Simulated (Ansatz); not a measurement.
The cluster SnPt2⁺, relaxed as a doublet with UKS r2SCAN-D4/def2-TZVP in Ansatz, starting from the GFN2-xTB geometry. Force threshold 0.02 eV/Å.

In the def2 sets Pt, Sn take a core potential; there is no spin–orbit coupling. The structure comes from a short search, and lower isomers may exist.

Start:

```xyz
3

Pt   -1.004   -1.090    0.314
Pt    1.338   -0.698   -0.133
Sn   -0.334    1.788   -0.181
```

**Question.** Estimate the energy that the relaxation releases and the steps that it takes.

**Answer.** 23.4 kcal/mol, in 5 steps; 19 s on 4 threads of Arm Neoverse V2 on a shared host. No frequencies were taken in this run, so the end may be a saddle point.

**Question.** Does the start keep its bonding and symmetry?

**Answer.** By distances, no bond broke or formed. The bond that changes most is Pt1–Sn3, from 3.00 to 2.57 Å (atoms count from 1). Point group C2v at the start, C2v at the end, both within 0.05 Å.

**Question.** Predict the relaxed structure.

**Answer.** 
Cartesian coordinates in Å:
```
Pt -1.0204 -0.9359 0.2962
Pt 1.2975 -0.5474 -0.1465
Sn -0.2772 1.4833 -0.1497
```
Bond lengths (bridged metal pairs left out): 2 × Pt–Sn 2.57 Å; 1 × Pt–Pt 2.39 Å.
